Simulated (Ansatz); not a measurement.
The first iterations of a band of AlBFH₄NOSi (10 atoms, charge 0, multiplicity 1).

All numbers below come from RHF/def2-SVP in Ansatz 0.2.0.

- movable images: 9
- climbing image: yes
- spring: 5.0 eV/Å²
- optimiser: quadratic models (default)
- start path: through a guess of the saddle point
- force threshold: 0.03 eV/Å
- iteration limit: 60
- end points: relaxed

First end point:

```xyz
10
Properties=species:S:1:pos:R:3
B -0.851 -1.447 -0.579
N -0.265 -0.220 -0.205
Si 1.096 0.178 0.867
O 0.881 1.808 0.569
Al -0.444 1.552 -0.491
F -1.394 2.561 -1.353
H -0.425 -2.492 -0.151
H -1.792 -1.471 -1.335
H 0.878 -0.190 2.278
H 2.399 -0.331 0.404
```

Last end point:

```xyz
10
Properties=species:S:1:pos:R:3
B -0.977 -1.728 -1.269
N -0.073 -1.002 -0.466
Si 2.146 2.274 1.769
O 1.025 1.450 0.893
Al -0.141 0.737 -0.081
F -1.345 1.677 -0.684
H -0.817 -2.907 -1.454
H -1.911 -1.161 -1.770
H 1.497 2.155 3.149
H 0.680 -1.545 -0.084
```

| iteration | highest image above the first end (eV) | largest band force component (eV/Å) |
| --- | --- | --- |
| 1 | 30.088 | 134.104 |
| 2 | 8.706 | 39.916 |
| 3 | 4.684 | 22.921 |
| 4 | 4.325 | 8.476 |
| 5 | 4.297 | 3.060 |
| 6 | 3.715 | 6.350 |
| 7 | 3.390 | 1.775 |
| 8 | 3.967 | 3.532 |
| 9 | 4.014 | 0.937 |

Problem. Does the band converge within its limit, and where does its top end?

Solution. The run converged. It ended after 29 iterations with the highest image 3.936 eV above the first end. Neighbouring images differ by up to 2.3 eV, so the band resolves the path poorly. A vibrational analysis at the climbing image gives one clearly imaginary mode, 1893i cm⁻¹: a first-order saddle point. The orbitals stay closed-shell, which can raise the energy where a bond breaks towards radicals; this wasn't checked here.

Time of the run: 3.4 min on 2 threads of AMD EPYC 9R45 96-Core Processor (Zen 5) (shared host), peak memory 0.28 GiB.
